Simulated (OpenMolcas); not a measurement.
**Re5+: moving the ligands**

Re5+ with 4 ligands (fluoride) in square-planar coordination (D4h) at 1.76 Å. Ligand basis ANO-RCC-VDZP.
```
Re    0.0000    0.0000    0.0000
F     1.7600    0.0000    0.0000
F     0.0000    1.7600    0.0000
F    -1.7600    0.0000    0.0000
F     0.0000   -1.7600    0.0000
```

```json
{
 "Program": "OpenMolcas",
 "Method": "SS-CASPT2, IPEA 0.25 Eh, imaginary shift 0.1 Eh (closed shells correlated: 5s 5p and the ligand valence shells)",
 "Basis": "ANO-RCC-VTZP [8s7p5d3f2g1h]",
 "Scalar Hamiltonian": "DKH2, point nucleus",
 "Active space": "2 electrons in 5 orbitals (5d)",
 "State averaging": "2S+1 = 3 even, 10 roots; 2S+1 = 1 even, 15 roots",
 "Spin-orbit coupling": "RASSI with atomic mean-field integrals over the reference wave functions"
}
```

Runs around this geometry, states (labels of D4, the rotations of D4h). Energies in cm-1 above the lowest state or level, χT in cm3 K/mol.

```csv
R (Å),Ground state,First state of that spin,First gap with spin-orbit (degeneracies),χT at 300 K,First state of another spin
1.71,2S+1 = 1,1E 14360,"8540 (1, 1)",0.022,3E 8170
1.76,2S+1 = 1,1E 12450,"7140 (1, 1)",0.028,3E 6340
1.84,2S+1 = 1,1E 10590,"5670 (1, 1)",0.036,3E 4120
```

Taking the first state of the same spin as R^-n, n = -ln(10590 / 14360) / ln(1.84 / 1.71) = 4.2 between the shortest and longest distance.

Over all roots computed the reference weight is 0.74 to 0.76 in R = 1.71, 0.73 to 0.75 in R = 1.76, 0.72 to 0.74 in R = 1.84; a low but even weight reflects the number of correlated electrons. Ligand-to-metal charge-transfer states are missing. With no ligand orbital active B as a rule stays too high, so bands that hang on it stand too high and its fall with covalency is understated. The least metal-like active orbital is 66 % on the metal (Löwdin) and no ligand orbital is active, so the numbers are rough (holds for R = 1.71). The least metal-like active orbital is 67 % on the metal (Löwdin) and no ligand orbital is active, so the numbers are rough (holds for R = 1.76; R = 1.84). Spin-orbit coupling mixes the spin-free states strongly: the lowest level takes only 58 % from its leading state, 2S+1 = 1 (holds for R = 1.84). No measured value stands beside these numbers; the geometry was imposed, not optimised, and the real ion may take another.

A state without a sure symmetry label is named by its multiplicity alone.
